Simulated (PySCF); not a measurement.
H3NO3S, SMILES NS(=O)(=O)O. Atoms are numbered in the order given.

```xyz
8

N     -0.2087     1.5386     0.0000
S      0.1619    -0.0631     0.0000
O      0.7775    -0.3865     1.2728
O      0.7775    -0.3865    -1.2728
O     -1.3651    -0.6967     0.0000
H     -0.6864     1.8312     0.8515
H     -0.6864     1.8312    -0.8515
H     -1.2753    -1.6663     0.0000
```
Charge 0, spin multiplicity 1.

Geometry: r2SCAN-D4/def2-SVP. Other conformers were not sampled.

Level of theory: TDA-PBE/def2-SVPD run with PySCF.

Vertical excitations. Isolated molecule, no solvent. State labels are in the subgroup Cs.

Computed lowest excited states:
```csv
state,symmetry,energy (eV),λ (nm),f,main pairs
S1,A",6.30,197,0.000,HOMO→LUMO 99 %
S2,A',6.77,183,0.003,HOMO−1→LUMO 99 %
S3,A",6.99,177,0.003,HOMO−2→LUMO 94 %
S4,A",7.16,173,0.004,HOMO→LUMO+1 91 %
S5,A',7.67,162,0.061,"HOMO−1→LUMO+1 51 %, HOMO−3→LUMO 44 %"
S6,A',7.74,160,0.035,"HOMO−3→LUMO 49 %, HOMO−1→LUMO+1 39 %, HOMO−4→LUMO 8 %"
S7,A",7.85,158,0.000,"HOMO−2→LUMO+1 57 %, HOMO→LUMO+2 41 %"
S8,A",7.96,156,0.001,"HOMO→LUMO+2 53 %, HOMO−2→LUMO+1 33 %"
S9,A',7.99,155,0.064,"HOMO−4→LUMO 72 %, HOMO→LUMO+3 18 %"
S10,A',8.02,155,0.012,"HOMO→LUMO+3 81 %, HOMO−4→LUMO 14 %"
T1,A",6.11,203,0,HOMO→LUMO 99 %
T2,A',6.56,189,0,HOMO−1→LUMO 99 %
T3,A",6.81,182,0,HOMO−2→LUMO 94 %
T4,A",6.95,178,0,HOMO→LUMO+1 93 %
```
Triplets are in the Tamm–Dancoff approximation.
